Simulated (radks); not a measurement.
Isoelectronic series with 44 electrons, each ion in its NIST ground configuration. Method: non-relativistic Kohn-Sham, r2SCAN, spin-polarised, spherical densities, point nucleus; open shells are filled with parallel spins first (spin-orbit coupling, left out, can overturn this in heavy ions); meta-GGA in the generalised Kohn-Sham scheme; computed with a radial shooting solver on a logarithmic mesh with Libxc functionals. Total energies (hartree) and mean radii <r> (bohr) (* marks an orbital that is empty in some or all of the ions):

ion    configuration  E (hartree)  5s down*  4d down  5s up*   4d up  4p down
Ru      [Kr] 4d7 5s1  -4443.68299     3.814    1.699   3.400   1.656    1.141
Ag3+        [Kr] 4d8  -5197.66150     2.428    1.239   2.383   1.230    1.001
I9+         [Kr] 4d8  -6897.24608     1.593   0.8542   1.579  0.8517   0.7840
Ba12+       [Kr] 4d8   -7842.2219     1.383   0.7493   1.373  0.7476   0.7076
Pr15+       [Kr] 4d8   -8850.4844     1.227   0.6697   1.220  0.6684   0.6452
Sm18+       [Kr] 4d8   -9921.9648     1.106   0.6065   1.101  0.6055   0.5932
Tb21+       [Kr] 4d8  -11056.6161     1.008   0.5550   1.004  0.5542   0.5492
Er24+       [Kr] 4d8  -12254.4043    0.9272   0.5120  0.9240  0.5113   0.5114
Lu27+       [Kr] 4d8  -13515.3043    0.8592   0.4754  0.8565  0.4748   0.4786
W30+        [Kr] 4d8  -14839.2969    0.8009   0.4439  0.7987  0.4434   0.4498
Ir33+       [Kr] 4d8  -16226.3673    0.7504   0.4165  0.7485  0.4160   0.4244
Hg36+       [Kr] 4d8  -17676.5035    0.7061   0.3923  0.7045  0.3919   0.4017
Bi39+       [Kr] 4d8  -19189.6963    0.6669   0.3709  0.6655  0.3706   0.3814

Estimate the row of Sn6+ ([Kr] 4d8).

Answer. E (hartree) -6015.66387; 5s down* 1.900; 4d down 1.002; 5s up* 1.879; 4d up 0.9978; 4p down 0.8795.
